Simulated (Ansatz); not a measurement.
```yaml
crystal:
  periodic: [false, false, false]
  atoms:
    - {symbol: C, position_ang: [-6.191163, -0.075506, -0.577812]}
    - {symbol: C, position_ang: [-4.413465, -0.640988, 1.600129]}
    - {symbol: C, position_ang: [-5.754931, -0.416743, 4.153894]}
    - {symbol: C, position_ang: [-2.171557, 1.131091, 1.608973]}
    - {symbol: O, position_ang: [-2.246430, 3.231272, 0.730888]}
    - {symbol: C, position_ang: [0.234734, 0.116882, 2.819105]}
    - {symbol: C, position_ang: [1.567268, -1.671068, 1.005660]}
    - {symbol: O, position_ang: [1.124820, -3.913759, 1.092772]}
    - {symbol: C, position_ang: [3.360814, -0.600753, -0.866451]}
    - {symbol: C, position_ang: [4.856357, -2.277082, -2.245402]}
    - {symbol: C, position_ang: [6.543969, -1.378254, -4.022745]}
    - {symbol: C, position_ang: [6.732486, 1.204460, -4.460999]}
    - {symbol: C, position_ang: [5.232331, 2.879974, -3.116735]}
    - {symbol: C, position_ang: [3.558915, 1.987170, -1.311104]}
    - {symbol: H, position_ang: [-5.239901, -0.284722, -2.396362]}
    - {symbol: H, position_ang: [-7.801318, -1.365865, -0.538121]}
    - {symbol: H, position_ang: [-6.896225, 1.858662, -0.458114]}
    - {symbol: H, position_ang: [-3.667038, -2.565855, 1.435026]}
    - {symbol: H, position_ang: [-4.498719, -0.834983, 5.737477]}
    - {symbol: H, position_ang: [-7.331255, -1.745271, 4.235752]}
    - {symbol: H, position_ang: [-6.505854, 1.489858, 4.409315]}
    - {symbol: H, position_ang: [1.428940, 1.706210, 3.347031]}
    - {symbol: H, position_ang: [-0.242056, -1.004991, 4.480364]}
    - {symbol: H, position_ang: [4.658880, -4.282047, -1.882611]}
    - {symbol: H, position_ang: [7.715805, -2.685997, -5.076928]}
    - {symbol: H, position_ang: [8.051805, 1.910400, -5.860556]}
    - {symbol: H, position_ang: [5.363565, 4.891955, -3.474430]}
    - {symbol: H, position_ang: [2.365197, 3.306850, -0.299614]}
basis:
  gaussian: {orbitals: "6-31G*"}
hamiltonian: {xc: {name: BHLYP}, dispersion: d3bjatm}
```

```sh
$ ansatz run in.yaml --threads 11 --pin off --events-out ev --progress --plain --max-ram 174080MiB --backend cpu
```

Shortened log:

```
Functional definition: BHLYP
2435 factors; integrals over basis functions are off by at most 4.6e-4 eV
mean field evaluation 1: about -16544.2642 eV, gradient 1.3e2 eV
mean field evaluation 2: about -13845.8706 eV, gradient 4.5e2 eV
mean field evaluation 4: about -15822.2532 eV, gradient 2.8e2 eV
mean field evaluation 8: about -16607.2546 eV, gradient 5.9e1 eV
mean field evaluation 16: about -16620.8374 eV, gradient 6.5e-2 eV
mean field evaluation 32: about -16620.6854 eV, gradient 1.0e0 eV
mean field -16620.83745005 eV, -610.8045102810 hartree, gradient 9.0e-6 eV, S^2 0.000000; 6 other end points of the search recorded, 0 dependent functions left out
reference -16620.83804245 eV, -610.8045320513 hartree; 51, 51 occupied and 187, 187 virtual orbitals, 2435 factors
Total energy: -16621.54522812 eV, -610.8305206452 hartree
```

Something in this input is off. What?

The coordinates are in bohr but typed as ångström. The calculation finished and met its thresholds. The result belongs to that input, not to the molecule as meant.
